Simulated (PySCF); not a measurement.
GeH4MgO. Atoms are numbered in the order given.

```xyz
7

Mg     0.0000     0.0000    -1.3377
O      0.0000     0.0000    -3.0962
H      0.0000     0.0000    -4.0429
Ge     0.0000     0.0000     1.2295
H      1.2292     0.7097     1.8404
H     -1.2292     0.7097     1.8404
H      0.0000    -1.4194     1.8404
```
Charge 0, spin multiplicity 1.

Geometry optimised at PBE0-D3(BJ)/def2-TZVP. One conformer was computed; it need not be the lowest.

Calculation: KT2/pcSseg-2 (PySCF).

GIAO shieldings, no solvent; atoms alike by connectivity are averaged. δ = σ(ref) − σ: ¹⁷O against H2O (σ = 324.0 ppm); ¹H against TMS (σ = 31.47 ppm); ⁷³Ge against GeH4 (σ = 1672.1 ppm), references at their B3LYP-D3(BJ)/def2-TZVP geometries, non-relativistic.

```tsv
atoms	nucleus	count	δ (ppm)
O2	¹⁷O	1	…
H5, H6, H7	¹H	3	3.20
H3	¹H	1	…
Ge4	⁷³Ge	1	-130.3
```

Task: Some entries are withheld; supply them. (Estimate from the structure and the level; the computed values follow.)

Result: 
- H3, δ (ppm): 0.35
- O2, δ (ppm): -5.2
